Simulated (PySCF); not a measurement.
**How methods differ on the ionisation energy of Tb⁵⁷⁺**

Tb⁵⁷⁺ [He] 2s2 2p4 (3P) → Tb⁵⁸⁺ [He] 2s2 2p3 (4S), as a difference of total energies. All numbers are calculated (PySCF 2.14, the spin-free X2C one-electron Hamiltonian (Gaussian nucleus), in an uncontracted even-tempered set (19 s from 32 bohr⁻², ratio 2.2; 13 p from 41 bohr⁻², ratio 2.2; 5 d from 170 bohr⁻², ratio 2.4; 5 f from 250 bohr⁻², ratio 2.4; 4 g from 370 bohr⁻², ratio 2.4)). Correlated levels: nothing frozen; virtual orbitals above 40 to 60 times the deepest correlated orbital energy dropped. The calculations carry no spin-orbit coupling.

| method | ionisation energy (eV) |
| --- | --- |
| UHF | 12490.7 |
| LDA | 12483.9 |
| PBE | 12493.7 |
| PBE0 | 12493.4 |
| r2SCAN | 12496.2 |
| r2SCANh | 12495.8 |
| M06-2X | 12490.8 |
| MP2 (all electrons) | 12492.5 |
| SCS-MP2 (all electrons) | 12492.6 |

Spin-orbit coupling is strong in these open shells (close to jj coupling). The scalar numbers leave it out and a first-order estimate fails, so it can dominate the gap to the real levels.

For this ion Breit and QED terms and the two-electron picture change, all absent here, outweigh the differences among the correlated methods.

For comparison: 12272 ± 6 eV (theoretical estimate listed by NIST; NIST Atomic Spectra Database, ionization energies).
